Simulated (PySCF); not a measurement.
C4H9 (SMILES [CH2-]CCC), charge -1, singlet, at a GFN2-xTB geometry; PBE/STO-3G in PySCF.

Input for PySCF:
```python
from pyscf import gto, scf, dft

mol = gto.Mole()
mol.atom = '''
    C     0.829510    1.915796   -0.015732
    C     0.742410    0.401183   -0.007432
    C    -0.678388   -0.249852    0.006200
    C    -0.659896   -1.778116    0.013801
    H    -1.670383   -2.200601    0.023291
    H     0.231848    2.281219    0.875870
    H     0.218913    2.272219   -0.902196
    H    -0.130482   -2.145303    0.893931
    H    -0.143316   -2.154232   -0.870177
    H     1.262612   -0.001503   -0.894548
    H     1.275493    0.007459    0.876054
    H    -1.229672    0.098869   -0.874319
    H    -1.216828    0.107805    0.891071
'''
mol.basis = 'sto-3g'
mol.charge = -1
mol.spin = 0
mol.verbose = 4
mol.build()

mf = dft.RKS(mol)
mf.xc = 'pbe'
mf.diis = False
mf.max_cycle = 100
mf.kernel()
```

The log (banner, timings and long lists left out):

```
PySCF version 2.14.0

[INPUT] verbose = 4
[INPUT] num. atoms = 13
[INPUT] num. electrons = 34
[INPUT] charge = -1
[INPUT] spin (= nelec alpha-beta = 2S) = 0
[INPUT] symmetry False subgroup None
[INPUT] Mole.unit = angstrom
[INPUT] Symbol           X                Y                Z      unit          X                Y                Z       unit  Magmom
[...]
nuclear repulsion = 122.035741340089
number of shells = 21
number of NR pGTOs = 87
number of NR cGTOs = 29
basis = sto-3g
ecp = {}

******** <class 'pyscf.dft.rks.RKS'> ********
method = RKS
initial guess = minao
damping factor = 0
level_shift factor = 0
DIIS disabled
SCF conv_tol = 1e-09
SCF conv_tol_grad = None
SCF max_cycles = 100
direct_scf = True
direct_scf_tol = 1e-13
XC library pyscf.dft.libxc version 7.1.2
    S. Lehtola, C. Steigemann, M. J. T. Oliveira, and M. A. L. Marques,  SoftwareX 7, 1–5 (2018)
XC functionals = pbe
    J. P. Perdew, K. Burke, and M. Ernzerhof,  Phys. Rev. Lett. 77, 3865 (1996)
    J. P. Perdew, K. Burke, and M. Ernzerhof,  Phys. Rev. Lett. 78, 1396 (1997)
    J. P. Perdew, K. Burke, and M. Ernzerhof,  Phys. Rev. Lett. 77, 3865 (1996)
    J. P. Perdew, K. Burke, and M. Ernzerhof,  Phys. Rev. Lett. 78, 1396 (1997)
radial grids:
    Treutler-Ahlrichs [JCP 102, 346 (1995); DOI:10.1063/1.469408] (M4) radial grids

becke partition: Becke, JCP 88, 2547 (1988); DOI:10.1063/1.454033
pruning grids: <function nwchem_prune>
grids dens level: 3
symmetrized grids: False
atomic radii adjust function: <function treutler_atomic_radii_adjust>
small_rho_cutoff = 0
Set gradient conv threshold to 3.16228e-05
Initial guess from minao.
tot grids = 144744
init E= -155.555100664402
[...]
cycle= 1 E= -155.373489678148  delta_E= 0.182  |g|= 0.528  |ddm|= 4.22
[...]
cycle= 2 E= -155.110381630776  delta_E= 0.263  |g|= 0.966  |ddm|=  3.1
[...]
cycle= 3 E= -155.043079977501  delta_E= 0.0673  |g|=  1.1  |ddm|= 3.57
[...]
cycle= 4 E= -152.912934603149  delta_E= 2.13  |g|= 1.95  |ddm|= 6.17
[...]
cycle= 5 E= -136.28536382342  delta_E= 16.6  |g|= 3.39  |ddm|=   12
[...]
cycle= 6 E= -115.227319733552  delta_E= 21.1  |g|= 2.66  |ddm|= 19.7
[...]
cycle= 7 E= -118.002082009732  delta_E= -2.77  |g|=    2  |ddm|= 21.9
[...]
cycle= 8 E= -114.592119906852  delta_E= 3.41  |g|= 2.02  |ddm|=   22
[...]
cycle= 9 E= -117.9988432966  delta_E= -3.41  |g|=    2  |ddm|=   22
[...]
cycle= 10 E= -114.591686100956  delta_E= 3.41  |g|= 2.02  |ddm|=   22
[...]
cycle= 11 E= -117.998843561408  delta_E= -3.41  |g|=    2  |ddm|=   22
[...]
cycle= 12 E= -114.591685826529  delta_E= 3.41  |g|= 2.02  |ddm|=   22
[...]
cycle= 13 E= -117.998843563165  delta_E= -3.41  |g|=    2  |ddm|=   22
[...]
cycle= 14 E= -114.591685826358  delta_E= 3.41  |g|= 2.02  |ddm|=   22
[...]
cycle= 15 E= -117.998843563167  delta_E= -3.41  |g|=    2  |ddm|=   22
[...]
cycle= 16 E= -114.591685826358  delta_E= 3.41  |g|= 2.02  |ddm|=   22
[...]
cycle= 17 E= -117.998843563166  delta_E= -3.41  |g|=    2  |ddm|=   22
[...]
cycle= 18 E= -114.591685826358  delta_E= 3.41  |g|= 2.02  |ddm|=   22
[...]
cycle= 19 E= -117.998843563167  delta_E= -3.41  |g|=    2  |ddm|=   22
[...]
cycle= 20 E= -114.591685826358  delta_E= 3.41  |g|= 2.02  |ddm|=   22
[...]
cycle= 21 E= -117.998843563167  delta_E= -3.41  |g|=    2  |ddm|=   22
[...]
cycle= 22 E= -114.591685826358  delta_E= 3.41  |g|= 2.02  |ddm|=   22
[...]
cycle= 23 E= -117.998843563167  delta_E= -3.41  |g|=    2  |ddm|=   22
[...]
cycle= 24 E= -114.591685826358  delta_E= 3.41  |g|= 2.02  |ddm|=   22
[...]
cycle= 25 E= -117.998843563167  delta_E= -3.41  |g|=    2  |ddm|=   22
[...]
cycle= 26 E= -114.591685826358  delta_E= 3.41  |g|= 2.02  |ddm|=   22
[...]
cycle= 27 E= -117.998843563167  delta_E= -3.41  |g|=    2  |ddm|=   22
[...]
cycle= 28 E= -114.591685826358  delta_E= 3.41  |g|= 2.02  |ddm|=   22
[...]
cycle= 29 E= -117.998843563166  delta_E= -3.41  |g|=    2  |ddm|=   22
[...]
cycle= 30 E= -114.591685826358  delta_E= 3.41  |g|= 2.02  |ddm|=   22
[...]
cycle= 31 E= -117.998843563167  delta_E= -3.41  |g|=    2  |ddm|=   22
[...]
cycle= 32 E= -114.591685826358  delta_E= 3.41  |g|= 2.02  |ddm|=   22
[...]
cycle= 33 E= -117.998843563167  delta_E= -3.41  |g|=    2  |ddm|=   22
[...]
cycle= 34 E= -114.591685826358  delta_E= 3.41  |g|= 2.02  |ddm|=   22
[...]
cycle= 35 E= -117.998843563167  delta_E= -3.41  |g|=    2  |ddm|=   22
[...]
cycle= 36 E= -114.591685826358  delta_E= 3.41  |g|= 2.02  |ddm|=   22
[...]
cycle= 37 E= -117.998843563167  delta_E= -3.41  |g|=    2  |ddm|=   22
[...]
cycle= 38 E= -114.591685826358  delta_E= 3.41  |g|= 2.02  |ddm|=   22
[...]
cycle= 39 E= -117.998843563167  delta_E= -3.41  |g|=    2  |ddm|=   22
[...]
cycle= 40 E= -114.591685826358  delta_E= 3.41  |g|= 2.02  |ddm|=   22
[...]
cycle= 41 E= -117.998843563167  delta_E= -3.41  |g|=    2  |ddm|=   22
[...]
cycle= 42 E= -114.591685826358  delta_E= 3.41  |g|= 2.02  |ddm|=   22
[...]
cycle= 43 E= -117.998843563166  delta_E= -3.41  |g|=    2  |ddm|=   22
[...]
cycle= 44 E= -114.591685826358  delta_E= 3.41  |g|= 2.02  |ddm|=   22
[...]
cycle= 45 E= -117.998843563167  delta_E= -3.41  |g|=    2  |ddm|=   22
[...]
cycle= 46 E= -114.591685826358  delta_E= 3.41  |g|= 2.02  |ddm|=   22
[...]
cycle= 47 E= -117.998843563167  delta_E= -3.41  |g|=    2  |ddm|=   22
[...]
cycle= 48 E= -114.591685826358  delta_E= 3.41  |g|= 2.02  |ddm|=   22
[...]
cycle= 49 E= -117.998843563167  delta_E= -3.41  |g|=    2  |ddm|=   22
[...]
cycle= 50 E= -114.591685826358  delta_E= 3.41  |g|= 2.02  |ddm|=   22
[...]
cycle= 51 E= -117.998843563167  delta_E= -3.41  |g|=    2  |ddm|=   22
[...]
cycle= 52 E= -114.591685826358  delta_E= 3.41  |g|= 2.02  |ddm|=   22
[...]
cycle= 53 E= -117.998843563167  delta_E= -3.41  |g|=    2  |ddm|=   22
[...]
cycle= 54 E= -114.591685826358  delta_E= 3.41  |g|= 2.02  |ddm|=   22
[...]
cycle= 55 E= -117.998843563167  delta_E= -3.41  |g|=    2  |ddm|=   22
[...]
cycle= 56 E= -114.591685826358  delta_E= 3.41  |g|= 2.02  |ddm|=   22
[...]
cycle= 57 E= -117.998843563167  delta_E= -3.41  |g|=    2  |ddm|=   22
[...]
cycle= 58 E= -114.591685826358  delta_E= 3.41  |g|= 2.02  |ddm|=   22
[...]
cycle= 59 E= -117.998843563166  delta_E= -3.41  |g|=    2  |ddm|=   22
[...]
cycle= 60 E= -114.591685826358  delta_E= 3.41  |g|= 2.02  |ddm|=   22
[...]
cycle= 61 E= -117.998843563167  delta_E= -3.41  |g|=    2  |ddm|=   22
[...]
cycle= 62 E= -114.591685826358  delta_E= 3.41  |g|= 2.02  |ddm|=   22
[...]
cycle= 63 E= -117.998843563167  delta_E= -3.41  |g|=    2  |ddm|=   22
[...]
cycle= 64 E= -114.591685826358  delta_E= 3.41  |g|= 2.02  |ddm|=   22
[...]
cycle= 65 E= -117.998843563167  delta_E= -3.41  |g|=    2  |ddm|=   22
[...]
cycle= 66 E= -114.591685826358  delta_E= 3.41  |g|= 2.02  |ddm|=   22
[...]
cycle= 67 E= -117.998843563167  delta_E= -3.41  |g|=    2  |ddm|=   22
[...]
cycle= 68 E= -114.591685826358  delta_E= 3.41  |g|= 2.02  |ddm|=   22
[...]
cycle= 69 E= -117.998843563167  delta_E= -3.41  |g|=    2  |ddm|=   22
[...]
cycle= 70 E= -114.591685826358  delta_E= 3.41  |g|= 2.02  |ddm|=   22
[...]
cycle= 71 E= -117.998843563167  delta_E= -3.41  |g|=    2  |ddm|=   22
[...]
cycle= 72 E= -114.591685826358  delta_E= 3.41  |g|= 2.02  |ddm|=   22
[...]
cycle= 73 E= -117.998843563166  delta_E= -3.41  |g|=    2  |ddm|=   22
[...]
cycle= 74 E= -114.591685826358  delta_E= 3.41  |g|= 2.02  |ddm|=   22
[...]
cycle= 75 E= -117.998843563167  delta_E= -3.41  |g|=    2  |ddm|=   22
[...]
cycle= 76 E= -114.591685826358  delta_E= 3.41  |g|= 2.02  |ddm|=   22
[...]
cycle= 77 E= -117.998843563167  delta_E= -3.41  |g|=    2  |ddm|=   22
[...]
cycle= 78 E= -114.591685826358  delta_E= 3.41  |g|= 2.02  |ddm|=   22
[...]
cycle= 79 E= -117.998843563167  delta_E= -3.41  |g|=    2  |ddm|=   22
[...]
cycle= 80 E= -114.591685826358  delta_E= 3.41  |g|= 2.02  |ddm|=   22
[...]
cycle= 81 E= -117.998843563167  delta_E= -3.41  |g|=    2  |ddm|=   22
[...]
cycle= 82 E= -114.591685826358  delta_E= 3.41  |g|= 2.02  |ddm|=   22
[...]
cycle= 83 E= -117.998843563167  delta_E= -3.41  |g|=    2  |ddm|=   22
[...]
cycle= 84 E= -114.591685826358  delta_E= 3.41  |g|= 2.02  |ddm|=   22
[...]
cycle= 85 E= -117.998843563167  delta_E= -3.41  |g|=    2  |ddm|=   22
[...]
cycle= 86 E= -114.591685826358  delta_E= 3.41  |g|= 2.02  |ddm|=   22
[...]
cycle= 87 E= -117.998843563166  delta_E= -3.41  |g|=    2  |ddm|=   22
[...]
cycle= 88 E= -114.591685826358  delta_E= 3.41  |g|= 2.02  |ddm|=   22
[...]
cycle= 89 E= -117.998843563167  delta_E= -3.41  |g|=    2  |ddm|=   22
[...]
cycle= 90 E= -114.591685826358  delta_E= 3.41  |g|= 2.02  |ddm|=   22
[...]
cycle= 91 E= -117.998843563167  delta_E= -3.41  |g|=    2  |ddm|=   22
[...]
cycle= 92 E= -114.591685826358  delta_E= 3.41  |g|= 2.02  |ddm|=   22
[...]
cycle= 93 E= -117.998843563167  delta_E= -3.41  |g|=    2  |ddm|=   22
[...]
cycle= 94 E= -114.591685826358  delta_E= 3.41  |g|= 2.02  |ddm|=   22
[...]
cycle= 95 E= -117.998843563167  delta_E= -3.41  |g|=    2  |ddm|=   22
[...]
cycle= 96 E= -114.591685826358  delta_E= 3.41  |g|= 2.02  |ddm|=   22
[...]
cycle= 97 E= -117.998843563167  delta_E= -3.41  |g|=    2  |ddm|=   22
[...]
cycle= 98 E= -114.591685826358  delta_E= 3.41  |g|= 2.02  |ddm|=   22
[...]
cycle= 99 E= -117.998843563167  delta_E= -3.41  |g|=    2  |ddm|=   22
[...]
cycle= 100 E= -114.591685826358  delta_E= 3.41  |g|= 2.02  |ddm|=   22
SCF not converged.
SCF energy = -114.591685826358
```

Convergence was not reached.
